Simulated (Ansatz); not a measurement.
Harmonic frequencies (cm⁻¹) at PBE0-D4/def2-TZVP from Ansatz: 335, 344, 410, 556, 613, 699, 1001, 1308, 1430, 1631, 3603, 3748.

Each molecule was computed in one conformer, which needn't be the lowest.

(1) Which molecule is it?
A. `NC(F)=[Se]`
B. `B[O][Al]([OH])[F]`
C. `O[Si]1(Cl)CO1`
D. `BS[SiH3]`

Answers

(1) A.
